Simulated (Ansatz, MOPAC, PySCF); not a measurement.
Potential energy curve for OH (cation, charge +1), triplet.

- UKS-B3LYP/6-31G* = unrestricted B3LYP/6-31G*, spherical d (PySCF)
- UHF/STO-3G = unrestricted Hartree-Fock/STO-3G in PySCF
- PM3, unrestricted, heats of formation (MOPAC)
- FCI = full CI/cc-pVDZ, frozen core (Ansatz, a program for electronic structure)

Energies relative to the lowest point of each curve near equilibrium, in kJ/mol; the last columns give the difference from FCI:

| R / Å | UKS-B3LYP/6-31G* | UHF/STO-3G | PM3 | FCI | UKS-B3LYP/6-31G* − FCI | UHF/STO-3G − FCI | PM3 − FCI |
|---|---|---|---|---|---|---|---|
| 0.79 | 192.2 | 322.4 | 84.5 | 189.4 | 2.8 | 133.1 | -104.9 |
| 0.83 | 121.9 | 218.9 | 45.7 | 119.4 | 2.5 | 99.5 | -73.7 |
| 0.87 | 72.3 | 141.8 | 20.0 | 70.1 | 2.2 | 71.6 | -50.1 |
| 0.94 | 21.6 | 54.9 | 0.6 | 20.0 | 1.6 | 34.9 | -19.4 |
| 0.96 | 13.4 | 39.0 | 0.0 | 12.1 | 1.3 | 26.9 | -12.1 |
| 0.99 | 5.2 | 20.9 | 2.3 | 4.3 | 0.9 | 16.6 | -2.0 |
| 1.04 | 0.0 | 4.0 | 13.2 | 0.0 | 0.0 | 4.0 | 13.2 |
| 1.09 | 2.8 | 0.0 | 30.4 | 3.9 | -1.0 | -3.9 | 26.5 |
| 1.15 | 13.5 | 7.6 | 55.8 | 16.0 | -2.5 | -8.4 | 39.8 |
| 1.20 | 26.4 | 21.3 | 78.4 | 30.2 | -3.8 | -8.9 | 48.1 |
| 1.28 | 51.5 | 52.0 | 113.2 | 57.7 | -6.1 | -5.7 | 55.6 |
| 1.37 | 82.6 | 92.6 | 147.3 | 91.7 | -9.1 | 0.9 | 55.6 |
| 1.54 | 140.3 | 167.9 | 200.1 | 156.3 | -16.0 | 11.7 | 43.8 |
| 1.72 | 192.5 | 232.6 | 258.9 | 217.9 | -25.4 | 14.7 | 41.0 |
| 1.88 | 229.1 | 276.3 | 315.8 | 265.1 | -35.9 | 11.2 | 50.8 |
| 2.07 | 261.8 | 313.3 | 371.1 | 312.0 | -50.2 | 1.2 | 59.1 |
| 2.28 | 287.5 | 338.4 | 410.3 | 353.8 | -66.3 | -15.3 | 56.5 |
| 2.51 | 306.6 | 353.0 | 438.1 | 388.9 | -82.3 | -36.0 | 49.2 |
| 2.86 | 323.3 | 361.4 | 465.0 | 424.9 | -101.6 | -63.5 | 40.2 |
| 3.09 | 328.7 | 363.2 | 475.4 | 439.0 | -110.2 | -75.8 | 36.4 |
| 3.59 | 331.8 | 364.1 | 485.6 | 452.4 | -120.6 | -88.3 | 33.2 |
| 4.13 | 328.9 | 364.2 | 488.2 | 455.5 | -126.7 | -91.3 | 32.7 |

UKS-B3LYP/6-31G* is furthest from FCI at 4.13 (-126.7 kJ/mol, below); its mean absolute difference over the points is 35.0 kJ/mol.

UHF/STO-3G is furthest from FCI at 0.79 (133.1 kJ/mol, above); its mean absolute difference over the points is 37.4 kJ/mol.

PM3 is furthest from FCI at 0.79 (-104.9 kJ/mol, below); its mean absolute difference over the points is 42.9 kJ/mol.

The unrestricted determinant behind UKS-B3LYP/6-31G* is spin-contaminated at 1.72 to 4.13 Å (<S²> up to 2.5, against 2.00 for a pure triplet). The unrestricted determinant behind UHF/STO-3G is spin-contaminated at 1.37 to 4.13 Å (<S²> up to 3.0, against 2.00 for a pure triplet).
